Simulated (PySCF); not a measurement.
## Electron correlation in Sn⁺ (tin, charge +1)

[Kr] 4d10 5s2 5p1, 2P determinant. Computed with PySCF 2.14 in def2-TZVP with the def2 core potential (28 electrons) (6s5p3d2f, 50 functions), with a scalar-relativistic core potential. Frozen: 4s2 4p6 4d10; 3 electrons correlated.

MP2 pair energies summed by pair of shells (mhartree):

```
 pair  energy  share (%)
5s-5s  -18.39       57.1
5s-5p  -13.84       42.9
```

Total MP2 correlation energy: -32.23 mhartree.

Same-spin part -2.20 and opposite-spin part -30.03 mhartree; SCS-MP2 scales them by 1/3 and 6/5 to -36.77 mhartree.

| level | correlation energy (mhartree) |
| --- | --- |
| CCSD | -44.01 |
| (T) | -0.65 |
| CCSD(T) | -44.66 |

Diagnostics: T1 = 0.010, D1 = 0.0240, largest double amplitude 0.093.

Task: Is a single reference adequate?

Result: Mostly. T1 lies below 0.03, but a double amplitude of this size points to a near-degeneracy that CCSD handles and MP2 describes poorly.
